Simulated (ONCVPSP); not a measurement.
**What one change does to a pseudopotential (carbon (C), ONCV)**

carbon (C), optimised norm-conserving Vanderbilt (ONCV), made with ONCVPSP 4.0.1 (LDA (Perdew-Zunger), scalar-relativistic). Core [He], reference 2s2 2p1 (charge +1). Waves: 2s: rc 1.25 bohr, ncon 5, nbas 8, qcut 6.2 1/bohr, 1 projector; 2p: rc 1.10 bohr, ncon 3, nbas 7, qcut 8.6 1/bohr, local; d scattering state at 0.4 Ha: rc 1.10 bohr, ncon 4, nbas 8, qcut 7.4 1/bohr, 3 projectors, debl 1.7 Ha. Local part: the p channel. Core correction: polynomial model core, fcfact 0.7.

All-electron outer shells of the reference configuration (LDA (Perdew-Zunger), scalar-relativistic, ld1.x):

```tsv
shell	level (eV)	outermost node (bohr)	outermost maximum (bohr)
1s	-285.83	–	0.18
2s	-25.61	0.38	1.17
2p	-17.12	–	1.10
```

Change: p: nproj 1; local potential polynomial inside 0.90 bohr (lpopt 5, dvloc0 1 Ha).

Cutoffs: the cutoffs (Ha) at which the residual kinetic energy of the hardest occupied pseudo-wave falls to 1 and 0.1 mHa per electron; they do not see the model core or the augmentation charge, which bear on the density cutoff. Errors are all-electron minus pseudo energies relative to the spin-unpolarised reference configuration.

Problem. What does the change do?

Solution. The potential gets neither clearly harder nor softer (29 Ha and 79 Ha → 29 Ha and 79 Ha); a bound ghost appears in d, which as a rule spoils a file; of the 4 tests that both files solve, the error grows in 2 and shrinks in 0 by more than 15 % and 0.3 meV (median size 8.3 → 9.4 meV). In the separable form a ghost depends on how the local part lies against the semilocal potential of the channel, so the choice of the local part can create or remove one.

| quantity | base | changed |
| --- | --- | --- |
| cutoff, loose | 29 Ha | 29 Ha |
| cutoff, tight | 79 Ha | 79 Ha |
| bound ghosts | none | d |
| GHOST(+) flags under 300 eV | none | none |
| error for 2s2 2p2, meV [ΔE -10.99 eV] | +2.1 | +3.8 |
| error for 2s2 2p0, meV [ΔE 24.26 eV] | +14 | +15 |
| error for 2s1 2p0, meV [ΔE 72.23 eV] | +87 | +89 |
| error for 2s2 2p1.5, meV [ΔE -6.96 eV] | +1.2 | +1.8 |
| s: phases at 1.27 bohr within 0.05 rad from the reference energy up to (Ha; the scan ends near 5) | 3.1 | 3.0 |
| p: phases at 1.12 bohr within 0.05 rad from the reference energy up to (Ha; the scan ends near 5) | 4.0 | 4.6 |
| d: phases at 1.12 bohr within 0.05 rad from the reference energy up to (Ha; the scan ends near 5) | to the end of the scan | to the end of the scan |
| rms error of d²Exc/dni dnj with the model core, mHa | 1.09 | 1.09 |

 A true bound ghost makes a file unfit for plane-wave use even where its test errors are small: the radial tests pick states by their node count and pass the ghost by.
